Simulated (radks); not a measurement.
Charge is removed step by step from the 1s down level of Ru38+, starting from 1s(up 1, down 1) 2s2 2p2. Calculated with a radial shooting solver on a logarithmic mesh with Libxc functionals: non-relativistic Kohn-Sham, PBE, spin-polarised, spherical densities, point nucleus; open shells are filled with parallel spins first (spin-orbit coupling, left out, can overturn this in heavy ions); relativity is left out, which matters for an element this heavy.

| removed (e) | E - E(0) (eV) | eigenvalue (eV) | E minus straight line (eV) |
|---|---|---|---|
| 0 | 0.000 | -24304 | 0.000 |
| 0.25 | 6094.2 | -24449 | -49.074 |
| 0.5 | 12223.8 | -24586 | -62.752 |
| 0.75 | 18386.0 | -24707 | -43.802 |
| 1 | 24573 | -24773 | 0.000 |

Removing the whole electron costs 24573 eV by Delta-SCF, against 24304 eV from minus the eigenvalue at the starting occupation. Slater's transition state (half an electron removed) gives 24586 eV. Integrating minus the eigenvalue over the occupation (Janak's theorem) gives 24573 eV. The mean slope of the eigenvalue, de/dn, is 469 eV per electron.
